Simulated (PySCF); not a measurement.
## Relaxation of doublet IO3

All numbers come from UPBE0 in PySCF with I def2-SVP with ECP28, O def2-SVP; scalar-relativistic core potentials, no spin–orbit coupling; density-fitted integrals. A (50,194) grid was used.

A hand-made trigonal planar start, of D3h symmetry, held to at least that symmetry:

```xyz
4
charge 0 multiplicity 2, angstrom
I     0.0000    0.0000    0.0000
O     1.8600    0.0000    0.0000
O    -0.9300    1.6108    0.0000
O    -0.9300   -1.6108    0.0000
```

Optimiser trace:
```tsv
step	E − E(last) (kJ/mol)	largest gradient (Eh/bohr)
0	1.89	0.01217
1	0.07	0.00243
2	0.00	0.00014
3	0.00	0.00000
```

It ends at D3h with I–O 1.840 Å (×3); O–I–O 120.0° (×3). A frequency run shows 1 imaginary mode, down to 756i cm⁻¹, so it is a saddle point.

Spin–orbit coupling, left out here, can matter for elements this heavy.
